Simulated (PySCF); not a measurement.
Compound: W(NH)2F2 (singlet state).
Z-matrix (Å and degrees, PBE0-D3(BJ)/def2-SVP geometry), rows numbered from 1:
```
W 
N   1  1.7383
H   2  1.0149  1  156.66
N   1  1.7385  2  108.99  3     0.16
H   4  1.0152  1  155.91  2     0.26
F   1  1.8756  2  107.77  3  -116.04
F   1  1.8756  2  107.44  3   116.55
```

Theory: PBE0-D3(BJ)/def2-SVP geometry optimisation, gas phase, def2 core potentials past Kr (PySCF 2.14.0).

Take the most abundant isotopes and a rigid rotor. The values belong to one conformer.

What are A, B and C (MHz)?

Ia = 135.28, Ib = 161.23, Ic = 169.26 u·Å²; 505379 MHz·u·Å²/I gives A = 3736, B = 3135, C = 2986 MHz.

Classify the top.

An asymmetric top: κ = (2 × 3135 − 3736 − 2986)/(3736 − 2986) = -0.60.

Is it planar, by Δ = Ic − Ia − Ib?

Not planar: Δ = Ic − Ia − Ib = -127.25 u·Å². For a rigid frame Δ = −2 Σ m c², so Σ m c² = 63.63 u·Å² lies off the ab plane: 7.54 from hydrogen and 56.08 from heavier atoms. The atom farthest from that plane is 1.95 Å away.

Give the other two planar moments, Paa and Pbb, and the rms extents of the mass along the axes.

Paa = Σ m a² = (Ib + Ic − Ia)/2 = 97.60 and Pbb = Σ m b² = (Ia + Ic − Ib)/2 = 71.65 u·Å². With the mass M = 251.97 u, the rms extents √(P/M) along a, b and c are 0.62, 0.53, 0.50 Å.

Which types of transition are allowed, and where do some lines up to J = 5 fall?

The dipole components are |μa| = 0.00 D, |μb| = 2.52 D, |μc| = 0.00 D; the symmetry axis of this C2v structure is b, so μa and μc vanish by symmetry and there are no a-type or c-type lines. Some lines, for components of 0.1 D or more:

| type | branch | J(Ka,Kc) | MHz | lower level (cm⁻¹) |
| --- | --- | --- | --- | --- |
| b | Q | 4(2,2) ← 4(1,3) | 1667 | 2.086 |
| b | Q | 5(4,2) ← 5(3,3) | 4686 | 3.269 |
| b | Q | 5(5,1) ← 5(4,2) | 6031 | 3.425 |
| b | R | 2(2,0) ← 1(1,1) | 14366 | 0.224 |
| b | R | 3(1,2) ← 2(2,1) | 16764 | 0.703 |
| b | R | 3(1,3) ← 2(0,2) | 18601 | 0.612 |
| b | R | 3(2,2) ← 2(1,1) | 20165 | 0.642 |
| b | R | 4(2,3) ← 3(1,2) | 26060 | 1.262 |
| b | R | 4(4,1) ← 3(3,0) | 29213 | 1.428 |
| b | R | 5(1,4) ← 4(2,3) | 29502 | 2.131 |
| b | R | 5(4,1) ← 4(3,2) | 35350 | 2.246 |
| b | R | 5(5,1) ← 4(4,0) | 36686 | 2.403 |
| b | R | 5(5,0) ← 4(4,1) | 36687 | 2.403 |

Estimate the classical rotational partition function at 10 K, 25 K and 100 K.

Point group C2v, symmetry number σ = 2; q = (√π/σ)·√((kT/h)³/(ABC)), k/h = 20836.6 MHz/K: 451 at 10 K, 1780 at 25 K, 14300 at 100 K.

Not checked by PBE0-D3(BJ)/def2-SVP frequencies. Zero-point vibration and centrifugal distortion are left out. Quadrupole hyperfine structure (14N) is left out.
